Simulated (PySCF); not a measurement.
Input for PySCF: R-M06-2X/def2-TZVPPD on BFH2O2 (SMILES OB(O)F).

```python
from pyscf import gto, dft

mol = gto.M(
    atom='''
    O     1.10913440    0.83477917    0.23364021
    B     0.02755447    0.03404821    0.15971813
    O    -0.45671767   -0.51683024    1.31371576
    F    -0.58259768   -0.23591742   -1.00411102
    H     1.39923321    1.19001917   -0.61204094
    H    -1.22973408   -1.07785301    1.19297458
    ''',
    basis='def2-tzvppd',
    charge=0, spin=0, verbose=4, max_memory=1800)
mf = dft.RKS(mol, xc='m062x').density_fit(auxbasis='def2-universal-jkfit')
mf.grids.level = 4
mf.conv_tol = 1e-9
mf.max_cycle = 150
mf.kernel()
mf.dip_moment()
```

Output:

```
PySCF version 2.14.0

[INPUT] verbose = 4
[INPUT] num. atoms = 6
[INPUT] num. electrons = 32
[INPUT] charge = 0
[INPUT] spin (= nelec alpha-beta = 2S) = 0
[INPUT] symmetry False subgroup None
[INPUT] Mole.unit = angstrom
[INPUT] Symbol           X                Y                Z      unit          X                Y                Z       unit  Magmom
[INPUT]  1 O      1.109134400000   0.834779170000   0.233640210000 AA    2.095960251334   1.577504005792   0.441516008586 Bohr   0.0
[INPUT]  2 B      0.027554470000   0.034048210000   0.159718130000 AA    0.052070401808   0.064341791932   0.301823522828 Bohr   0.0
[INPUT]  3 O     -0.456717670000  -0.516830240000   1.313715760000 AA   -0.863071312549  -0.976667606493   2.482562991925 Bohr   0.0
[INPUT]  4 F     -0.582597680000  -0.235917420000  -1.004111020000 AA   -1.100950056007  -0.445819311814  -1.897494826458 Bohr   0.0
[INPUT]  5 H      1.399233210000   1.190019170000  -0.612040940000 AA    2.644167551296   2.248810314282  -1.156589753621 Bohr   0.0
[INPUT]  6 H     -1.229734080000  -1.077853010000   1.192974580000 AA   -2.323860617244  -2.036846991438   2.254395229768 Bohr   0.0

nuclear repulsion = 114.109486799226
number of shells = 69
number of NR pGTOs = 255
number of NR cGTOs = 191
basis = def2-tzvppd
ecp = {}


******** <class 'pyscf.df.df_jk.DFRKS'> ********
method = DFRKS
initial guess = minao
damping factor = 0
level_shift factor = 0
DIIS = <class 'pyscf.scf.diis.CDIIS'>
diis_start_cycle = 1
diis_space = 8
diis_damp = 0
SCF conv_tol = 1e-09
SCF conv_tol_grad = None
SCF max_cycles = 150
direct_scf = False
XC library pyscf.dft.libxc version 7.1.2
    S. Lehtola, C. Steigemann, M. J. T. Oliveira, and M. A. L. Marques,  SoftwareX 7, 1–5 (2018)
XC functionals = m062x
    Y. Zhao and D. G. Truhlar,  Theor. Chem. Acc. 120, 215 (2008)
    Y. Zhao and D. G. Truhlar,  Theor. Chem. Acc. 120, 215 (2008)
radial grids:
    Treutler-Ahlrichs [JCP 102, 346 (1995); DOI:10.1063/1.469408] (M4) radial grids

becke partition: Becke, JCP 88, 2547 (1988); DOI:10.1063/1.454033
pruning grids: <function nwchem_prune>
grids dens level: 4
symmetrized grids: False
atomic radii adjust function: <function treutler_atomic_radii_adjust>
small_rho_cutoff = 0
Set gradient conv threshold to 3.16228e-05
Initial guess from minao.
tot grids = 144880
******** <class 'pyscf.df.df.DF'> ********
auxbasis = def2-universal-jkfit
init E= -276.977345367456
  HOMO = -0.467657724881487  LUMO = -0.0305296939152626  gap/eV = 11.89486
cycle= 1 E= -276.430100107877  delta_E= 0.547  |g|= 0.834  |ddm|= 1.83
  HOMO = -0.316509429572854  LUMO = -0.0056963554624474  gap/eV = 8.45765
cycle= 2 E= -276.413411178288  delta_E= 0.0167  |g|= 0.942  |ddm|= 1.09
  HOMO = -0.426967230058704  LUMO = -0.00912332533451377  gap/eV = 11.37011
cycle= 3 E= -276.550937837227  delta_E= -0.138  |g|= 0.0526  |ddm|= 0.519
  HOMO = -0.418861054346515  LUMO = -0.0080522944251129  gap/eV = 11.17868
cycle= 4 E= -276.551271668848  delta_E= -0.000334  |g|= 0.0332  |ddm|= 0.0521
  HOMO = -0.421219873843171  LUMO = -0.00804395146603554  gap/eV = 11.24309
cycle= 5 E= -276.551421202571  delta_E= -0.00015  |g|= 0.00612  |ddm|= 0.0186
  HOMO = -0.421028315901744  LUMO = -0.00813073214052551  gap/eV = 11.23552
cycle= 6 E= -276.551427885644  delta_E= -6.68e-06  |g|= 0.000964  |ddm|= 0.00628
  HOMO = -0.421063819189882  LUMO = -0.00812389965236093  gap/eV = 11.23667
cycle= 7 E= -276.551428116324  delta_E= -2.31e-07  |g|= 0.000166  |ddm|= 0.00133
  HOMO = -0.421031227049767  LUMO = -0.00812287784900079  gap/eV = 11.23581
cycle= 8 E= -276.551428123369  delta_E= -7.04e-09  |g|= 0.000113  |ddm|= 0.000219
  HOMO = -0.421034225731496  LUMO = -0.00812349613511998  gap/eV = 11.23587
cycle= 9 E= -276.551428125564  delta_E= -2.2e-09  |g|= 2.78e-05  |ddm|= 7.81e-05
  HOMO = -0.421035838029031  LUMO = -0.00812382547799828  gap/eV = 11.23591
cycle= 10 E= -276.55142812571  delta_E= -1.46e-10  |g|= 6.61e-06  |ddm|= 2.33e-05
  HOMO = -0.421035502478318  LUMO = -0.00812371354717101  gap/eV = 11.23590
Extra cycle  E= -276.551428125716  delta_E= -5.51e-12  |g|= 5.44e-06  |ddm|= 1.11e-05
converged SCF energy = -276.551428125716
Dipole moment(X, Y, Z, Debye): -0.46596, -0.15035, -1.22712
```

The calculation finished and met its thresholds.

Cost: roughly 28 core-seconds.
